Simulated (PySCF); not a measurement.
# Working out the ionisation energy of C⁺

C⁺ [He] 2s2 2p1 (2P) → C²⁺ [He] 2s2 (1S). All numbers are calculated (PySCF 2.14, the non-relativistic Hamiltonian (point nucleus), in aug-cc-pVTZ with one added diffuse shell each of s, p, d, f type (6s5p4d3f, 62 functions)). Frozen: 1s2. Energies in hartree (1 hartree = 27.21139 eV):

```
            part  C⁺ (lower)  C²⁺ (upper)
             UHF  -37.295006   -36.407475
CCSD correlation   -0.074728    -0.072946
             (T)   -0.001160     0.000000
```

Problem. What does Hartree-Fock give?

Solution. (-36.407475) − (-37.295006) = 0.887531 hartree = 24.151 eV.

Problem. What do CCSD and CCSD(T) give?

Solution. The CCSD correlation energies differ by 0.001782 hartree = 0.048 eV and the triples by 0.001160 hartree = 0.032 eV, so CCSD gives 24.199 eV and CCSD(T) 24.231 eV.

Measured between the centres of the two terms (NIST): 24.378 eV, so CCSD(T) (valence) is off by -0.147 eV.

The coupled-cluster amplitudes are large, so a single reference is strained.

What remains against the reference includes basis incompleteness, the frozen core and higher excitations.
